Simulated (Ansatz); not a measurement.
`c1ccc2c(c1)-c1ccc3ccccc3c1-2` was relaxed with PBE-D4 (def2-SVP) in Ansatz in these states: charge -1 doublet, neutral singlet. The geometries follow in no particular order.

A:

```xyz
26

C    -0.982    3.973   -1.267
C    -0.917    3.114   -2.385
C    -0.611    1.730   -2.255
C    -0.371    1.255   -0.966
C    -0.436    2.149    0.193
C    -0.738    3.498    0.055
C    -0.100    1.008    1.078
C     0.137    0.539    2.368
C     0.446   -0.832    2.510
C     0.518   -1.732    1.392
C     0.829   -3.109    1.559
C     0.901   -3.995    0.473
C     0.659   -3.522   -0.837
C     0.351   -2.175   -1.054
C     0.269   -1.248    0.028
C    -0.035    0.126   -0.078
H    -1.225    5.038   -1.421
H    -1.113    3.527   -3.388
H    -0.568    1.082   -3.146
H    -0.793    4.188    0.914
H     0.095    1.193    3.256
H     0.642   -1.248    3.512
H     1.016   -3.479    2.582
H     1.145   -5.057    0.641
H     0.717   -4.218   -1.690
H     0.162   -1.804   -2.074
```

B:

```xyz
26

C     2.5163    1.7943   -2.9495
C     3.2552    0.8804   -2.1952
C     2.6669    0.1287   -1.1298
C     1.3262    0.3637   -0.8984
C     0.5665    1.3030   -1.6742
C     1.1269    2.0323   -2.7027
C    -0.6611    0.9744   -0.8495
C    -2.0188    1.2132   -0.6153
C    -2.6059    0.4772    0.4284
C    -1.8763   -0.4613    1.2134
C    -2.4994   -1.1960    2.2688
C    -1.7834   -2.1068    3.0274
C    -0.3985   -2.3350    2.7731
C     0.2504   -1.6496    1.7616
C    -0.4588   -0.7025    0.9608
C     0.0911    0.0497   -0.0881
H     3.0159    2.3490   -3.7585
H     4.3218    0.7341   -2.4251
H     3.2659   -0.5868   -0.5471
H     0.5640    2.7567   -3.3098
H    -2.6103    1.9302   -1.2033
H    -3.6727    0.6215    0.6611
H    -3.5684   -1.0232    2.4709
H    -2.2832   -2.6625    3.8355
H     0.1513   -3.0647    3.3869
H     1.3185   -1.8199    1.5587
```

Judge from the bond lengths which geometry belongs to which state (an estimate).

A is the charge -1 doublet (C7–C16 1.456 Å, C4–C16 1.475 Å, C5–C7 1.482 Å); B is the neutral singlet (C7–C16 1.415 Å, C4–C16 1.510 Å, C5–C7 1.515 Å).

At PBE-D4/def2-SVP the highest occupied level of the relaxed charge -1 doublet lies above zero (up to 1.23 eV). By energy differences its removal costs 0.76 eV (each at its own geometry, to the charge 0 singlet, at PBE-D4/def2-SVP); self-interaction error and the lack of diffuse functions both raise the level.
